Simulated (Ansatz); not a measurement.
Reaction (formal exchange of groups at a Ga–Zn bond): `[F][GaH][ZnH]` + `FBr` → `[F][GaH][Br]` + `[F][ZnH]`

Isolated molecules relaxed with PBE0-D4/def2-TZVP in Ansatz; ΔE leaves out vibrations. CBS: MP2 limit from def2 TZ/QZ plus the TZ coupled-cluster correction, frozen cores. Functionals use def2-TZVPP. B3LYP here is the variant with VWN-RPA as its local correlation; programs differ in this. HSE06 is defined as in plane-wave codes. For Br, Ga, Zn outer-core shells are correlated without core-valence functions, which leaves a few kJ/mol of doubt a bond. Scalar relativity is left out up to krypton.

| level | ΔE (kJ/mol) | difference from CCSD(T)/CBS |
| --- | --- | --- |
| LDA (SPW92) | -394.3 | 25.1 |
| PBE-D4 | -382.0 | 37.4 |
| revPBE-D4 | -379.0 | 40.4 |
| BLYP-D4 | -377.2 | 42.2 |
| r2SCAN-D4 | -416.4 | 3.0 |
| B97M-V | -400.1 | 19.3 |
| PBE0-D4 | -401.9 | 17.5 |
| r2SCANh-D4 | -420.1 | -0.7 |
| r2SCAN0-D4 | -425.9 | -6.5 |
| HSE06-D4 | -402.4 | 17.0 |
| BHLYP-D4 | -417.1 | 2.3 |
| ωB97X-V | -407.9 | 11.5 |
| ωB97M-V | -402.7 | 16.7 |
| B2PLYP | -412.1 | 7.3 |
| PBE-QIDH | -429.5 | -10.1 |
| PBE | -381.5 | 37.9 |
| BLYP | -375.9 | 43.5 |
| r2SCAN | -416.3 | 3.1 |
| B3LYP | -393.1 | 26.3 |
| r2SCANh | -420.1 | -0.7 |
| r2SCAN0 | -425.8 | -6.4 |
| HSE06 | -401.9 | 17.5 |
| BHLYP | -416.1 | 3.3 |
| CAM-B3LYP | -404.5 | 14.9 |
| RPA@PBE/def2-TZVPP | -392.8 | 26.6 |
| HF/def2-SVP | -445.0 | -25.6 |
| MP2/def2-SVP | -446.2 | -26.8 |
| CCSD/def2-SVP | -425.9 | -6.5 |
| CCSD(T)/def2-SVP | -420.1 | -0.7 |
| HF/def2-TZVPP | -441.5 | -22.1 |
| MP2/def2-TZVPP | -441.4 | -22.0 |
| SCS-MP2/def2-TZVPP | -427.3 | -7.9 |
| CCSD/def2-TZVPP | -422.3 | -2.9 |
| CCSD(T)/def2-TZVPP | -418.3 | 1.1 |
| HF/def2-QZVPP | -442.1 | -22.7 |
| MP2/def2-QZVPP | -442.3 | -22.9 |
| SCS-MP2/def2-QZVPP | -428.9 | -9.5 |
| HF/CBS(def2) | -442.2 | -22.8 |
| MP2/CBS(def2) | -442.5 | -23.1 |
| CCSD/CBS(def2) | -423.4 | -4.0 |
| CCSD(T)/CBS | -419.4 | 0 |

Largest T1 diagnostic among the species: 0.018.

From r2SCAN to r2SCAN0 (25 % exact exchange), in def2-TZVPP and without D4, ΔE moves by −9.5 kJ/mol. Leaving LDA and LC-ωPBE aside and taking each functional with its dispersion term where it has one, the values spread over 52.4 kJ/mol, from PBE-QIDH to BLYP-D4. LDA lies −12.8 kJ/mol from PBE without D4.
